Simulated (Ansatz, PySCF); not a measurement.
Gas-phase reaction (SMILES): C[SiH](C)C [trimethylsilane] + N (NH3) -> C[Si](C)(C)N + [H][H] (H2); ammonia cleaves one Si-H bond, a model of a ligand-exchange step.

Each molecule is optimised on its own at B3LYP-D3(BJ)/def2-TZVP (Ansatz, a first-principles code), one conformer each, not searched for the lowest. Valence correlation only, unless marked. Spin-orbit coupling is left out. No relativistic terms. Basis-set limits of correlation are two-point, X^-3; Hartree-Fock from the larger set. Thermal terms are rigid-rotor harmonic-oscillator values from B3LYP-D3(BJ) frequencies (Ansatz or PySCF) at 298.15 K and 1 atm. 1 Eh = 627.5095 kcal/mol.

```json
[
 {"species": "C[SiH](C)C", "E, CCSD(T)/CBS(cc-pV(T+d)Z,cc-pV(Q+d)Z) (Ansatz) (Eh)": "-409.27984", "E, PBE0-D4/def2-TZVPD (Ansatz + dftd4) (Eh)": "-409.64695", "H - E (Eh)": "0.12691"},
 {"species": "N (NH3)", "E, CCSD(T)/CBS(cc-pV(T+d)Z,cc-pV(Q+d)Z) (Ansatz) (Eh)": "-56.50369", "E, PBE0-D4/def2-TZVPD (Ansatz + dftd4) (Eh)": "-56.51535", "H - E (Eh)": "0.03799"},
 {"species": "C[Si](C)(C)N", "E, CCSD(T)/CBS(cc-pV(T+d)Z,cc-pV(Q+d)Z) (Ansatz) (Eh)": "-464.62283", "E, PBE0-D4/def2-TZVPD (Ansatz + dftd4) (Eh)": "-465.00501", "H - E (Eh)": "0.14628"},
 {"species": "[H][H] (H2)", "E, CCSD(T)/CBS(cc-pV(T+d)Z,cc-pV(Q+d)Z) (Ansatz) (Eh)": "-1.17450", "E, PBE0-D4/def2-TZVPD (Ansatz + dftd4) (Eh)": "-1.16831", "H - E (Eh)": "0.01336"}
]
```

Work out ΔE and ΔH at 298.15 K at the first level, then ΔH at the second.


1. ΔE = [(-464.62283) + (-1.17450)] - [(-409.27984) + (-56.50369)] = -0.01380 Eh = -8.7 kcal/mol at CCSD(T)/CBS(cc-pV(T+d)Z,cc-pV(Q+d)Z).
2. The terms H - E add up to -0.00526 Eh, so ΔH = (-0.01380 + (-0.00526))×627.5095 = -12.0 kcal/mol.
3. At PBE0-D4/def2-TZVPD the same steps give ΔE = -6.9 and ΔH = -10.2 kcal/mol, a shift of +1.8 from the first level.
4. These values are not checked against measurement here, since the tables used lack a sound gas-phase enthalpy of formation for at least one species.
